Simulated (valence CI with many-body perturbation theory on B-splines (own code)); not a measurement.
Forbidden lines of Ir LXXI

Level of theory: valence CI with perturbative core correlation (CI+MBPT): five valence electrons over a frozen Dirac-Fock core [He], a basis of 11 s, 11 p, 10 d, 8 f, 5 g, 2 h functions for each j, with the one-electron correlation potential Σ1, the two-electron term Σ2, the three-electron term Σ3, Breit, model QED; selected CI, second order for the rest, scaled by the run's own slope (own B-spline code, finite nucleus).

The last digits are not significant, and no measured levels were compared; by estimate large intervals hold to a few tenths of a per cent, small ones and those within an open d or f shell to about a per cent. Among the levels kept, up to 7600 cm⁻¹ of a level comes from second order outside the variational space, and about a tenth of that is noise between levels of different J, which matters for small intervals.

Lines 51 to 100 of 114 in falling wavelength, among levels below 116260 × 10³ cm⁻¹, chosen from the decays that carry over 1 % of a level's rate. Wavelengths and rates use the calculated energies. Electric multipoles are in the length gauge with retardation, E1 and E2 with the static RPA response of the core. Weak lines are less certain than strong ones. Lines between different terms over intervals too small for the method are left out, as are lines whose strength nearly cancels. The highest levels of a list are the least certain.

Levels are named by their leading jj configuration (3d3/2^4 stands for four electrons in 3d with j = 3/2), which in mixed levels can hold well under half, so a name can repeat and another be missing. Letters in brackets count levels of one name in rising energy.

```tsv
λ vac (nm)	Upper	Lower	Type	A (s⁻¹)	Branch %
0.1219	(2s^2 2p1/2 2p3/2 3p3/2) J=1/2 [a]	(2s^2 2p1/2 2p3/2^2) J=3/2	E2	1.17e+12	14.6
0.1218	(2s^2 2p1/2 2p3/2 3p3/2) J=3/2 [a]	(2s^2 2p1/2 2p3/2^2) J=3/2	E2	3.96e+11	6.8
0.1217	(2s^2 2p1/2 2p3/2 3p3/2) J=3/2 [b]	(2s^2 2p1/2 2p3/2^2) J=5/2	E2	1.08e+11	2.3
0.1217	(2s^2 2p1/2 2p3/2 3p3/2) J=7/2	(2s^2 2p1/2 2p3/2^2) J=3/2	E2	1.42e+11	2.6
0.1217	(2s 2p1/2 2p3/2^2 3p3/2) J=1/2 [b]	(2s 2p1/2 2p3/2^3) J=5/2	E2	4.34e+11	1.1
0.1215	(2s^2 2p3/2^2 3p3/2) J=3/2 [a]	(2s^2 2p3/2^3) J=3/2	E2	2.33e+12	17.0
0.1213	(2s^2 2p1/2 2p3/2 3p3/2) J=1/2 [b]	(2s^2 2p1/2 2p3/2^2) J=5/2	E2	2.43e+12	27.7
0.1212	(2s^2 2p3/2^2 3p3/2) J=3/2 [b]	(2s^2 2p3/2^3) J=3/2	E2	1.45e+11	1.3
0.1211	(2s^2 2p1/2 2p3/2 3p3/2) J=1/2 [b]	(2s^2 2p1/2 2p3/2^2) J=3/2	E2	1.11e+12	12.7
0.1209	(2s 2p1/2^2 2p3/2 3p3/2) J=1/2 [b]	(2s 2p1/2^2 2p3/2^2) J=5/2	E2	6.42e+11	1.6
0.1201	(2s 2p1/2 2p3/2^2 3d5/2) J=9/2 [b]	(2s 2p1/2 2p3/2^3) J=5/2	M2	1.58e+11	1.8
0.1197	(2s 2p1/2^2 2p3/2 3d5/2) J=9/2	(2s 2p1/2^2 2p3/2^2) J=5/2	M2	1.03e+11	44.7
0.1197	(2s 2p1/2^2 2p3/2 3d5/2) J=9/2	(2s 2p1/2^2 2p3/2^2) J=5/2	E3	6.43e+09	2.8
0.1194	(2s^2 2p3/2^2 3d5/2) J=7/2	(2s^2 2p3/2^3) J=3/2	M2	1.73e+11	3.0
0.1193	(2s^2 2p1/2 2p3/2 3d5/2) J=9/2	(2s^2 2p1/2 2p3/2^2) J=5/2	M2	1.02e+11	44.9
0.1193	(2s^2 2p1/2 2p3/2 3d5/2) J=9/2	(2s^2 2p1/2 2p3/2^2) J=5/2	E3	6.65e+09	2.9
0.1052	(2s 2p1/2 2p3/2^2 3p3/2) J=7/2 [a]	(2s 2p1/2^2 2p3/2^2) J=5/2	E2	6.35e+11	1.7
0.1049	(2s 2p1/2 2p3/2^2 3p3/2) J=1/2 [b]	(2s 2p1/2^2 2p3/2^2) J=3/2	E2	1.27e+12	3.2
0.1048	(2s 2p1/2 2p3/2^2 3p3/2) J=5/2 [d]	(2s 2p1/2^2 2p3/2^2) J=1/2	E2	9.18e+11	1.1
0.1047	(2s 2p1/2 2p3/2^2 3p3/2) J=9/2	(2s 2p1/2^2 2p3/2^2) J=5/2	E2	1.90e+12	22.5
0.1047	(2s^2 2p1/2 2p3/2 3p3/2) J=5/2 [a]	(2s^2 2p1/2^2 2p3/2) J=3/2	E2	4.19e+11	8.0
0.1047	(2s^2 2p1/2 2p3/2 3p3/2) J=1/2 [a]	(2s^2 2p1/2^2 2p3/2) J=3/2	E2	8.63e+11	10.7
0.1047	(2s 2p1/2 2p3/2^2 3p3/2) J=5/2 [e]	(2s 2p1/2^2 2p3/2^2) J=1/2	E2	9.03e+11	1.4
0.1046	(2s^2 2p1/2 2p3/2 3p3/2) J=3/2 [a]	(2s^2 2p1/2^2 2p3/2) J=3/2	E2	1.63e+12	28.1
0.1046	(2s^2 2p1/2 2p3/2 3p3/2) J=7/2	(2s^2 2p1/2^2 2p3/2) J=3/2	E2	1.76e+12	32.8
0.1044	(2s^2 2p1/2 2p3/2 3p3/2) J=3/2 [b]	(2s^2 2p1/2^2 2p3/2) J=3/2	E2	7.36e+10	1.6
0.1044	(2s^2 2p3/2^2 3p3/2) J=3/2 [a]	(2s^2 2p1/2 2p3/2^2) J=1/2	E2	3.07e+11	2.2
0.1043	(2s^2 2p3/2^2 3p3/2) J=7/2	(2s^2 2p1/2 2p3/2^2) J=5/2	E2	8.07e+11	8.0
0.1043	(2s^2 2p3/2^2 3p3/2) J=5/2	(2s^2 2p1/2 2p3/2^2) J=5/2	E2	1.38e+12	11.3
0.1043	(2s^2 2p3/2^2 3p3/2) J=1/2	(2s^2 2p1/2 2p3/2^2) J=5/2	E2	1.99e+12	13.1
0.1043	(2s^2 2p1/2 2p3/2 3p3/2) J=5/2 [b]	(2s^2 2p1/2^2 2p3/2) J=3/2	E2	1.34e+12	24.7
0.1041	(2s^2 2p3/2^2 3p3/2) J=7/2	(2s^2 2p1/2 2p3/2^2) J=3/2	E2	1.41e+12	14.0
0.1041	(2s^2 2p3/2^2 3p3/2) J=5/2	(2s^2 2p1/2 2p3/2^2) J=3/2	E2	7.68e+11	6.3
0.1041	(2s^2 2p3/2^2 3p3/2) J=3/2 [b]	(2s^2 2p1/2 2p3/2^2) J=1/2	E2	1.86e+12	16.2
0.1041	(2s^2 2p1/2 2p3/2 3p3/2) J=1/2 [b]	(2s^2 2p1/2^2 2p3/2) J=3/2	E2	8.26e+11	9.4
0.1039	(2s^2 2p3/2^2 3p3/2) J=3/2 [a]	(2s^2 2p1/2 2p3/2^2) J=5/2	E2	1.55e+12	11.3
0.1037	(2s^2 2p3/2^2 3p3/2) J=3/2 [a]	(2s^2 2p1/2 2p3/2^2) J=3/2	E2	2.87e+11	2.1
0.1036	(2s^2 2p3/2^2 3p3/2) J=3/2 [b]	(2s^2 2p1/2 2p3/2^2) J=5/2	E2	2.59e+11	2.3
0.1025	(2s^2 2p1/2 2p3/2 3d5/2) J=9/2	(2s^2 2p1/2^2 2p3/2) J=3/2	E3	1.59e+10	7.0
0.1024	(2s^2 2p3/2^2 3d5/2) J=9/2	(2s^2 2p1/2 2p3/2^2) J=5/2	M2	5.99e+10	12.8
0.1024	(2s^2 2p3/2^2 3d5/2) J=9/2	(2s^2 2p1/2 2p3/2^2) J=5/2	E3	5.90e+09	1.3
0.1022	(2s^2 2p3/2^2 3d5/2) J=9/2	(2s^2 2p1/2 2p3/2^2) J=3/2	E3	1.25e+10	2.7
0.1010	(2s 2p1/2^2 2p3/2 3d3/2) J=5/2 [a]	(2s^2 2p1/2^2 2p3/2) J=3/2	E2	4.55e+12	2.4
0.1009	(2s 2p1/2^2 2p3/2 3d3/2) J=7/2	(2s^2 2p1/2^2 2p3/2) J=3/2	E2	7.26e+12	19.1
0.1008	(2s 2p1/2 2p3/2^2 3d3/2) J=9/2	(2s^2 2p1/2 2p3/2^2) J=5/2	E2	7.82e+12	60.3
0.1004	(2s 2p1/2 2p3/2^2 3d3/2) J=5/2 [d]	(2s^2 2p1/2 2p3/2^2) J=1/2	E2	4.75e+12	1.0
0.1003	(2s 2p1/2 2p3/2^2 3d5/2) J=9/2 [a]	(2s^2 2p1/2 2p3/2^2) J=5/2	E2	7.76e+11	16.2
0.1002	(2s 2p1/2^2 2p3/2 3d3/2) J=3/2 [b]	(2s^2 2p1/2^2 2p3/2) J=3/2	E2	3.13e+12	1.6
0.1002	(2s 2p1/2^2 2p3/2 3d3/2) J=5/2 [b]	(2s^2 2p1/2^2 2p3/2) J=3/2	E2	5.38e+12	5.3
0.1001	(2s 2p1/2^2 2p3/2 3d3/2) J=1/2 [b]	(2s^2 2p1/2^2 2p3/2) J=3/2	E2	6.92e+12	1.7
```
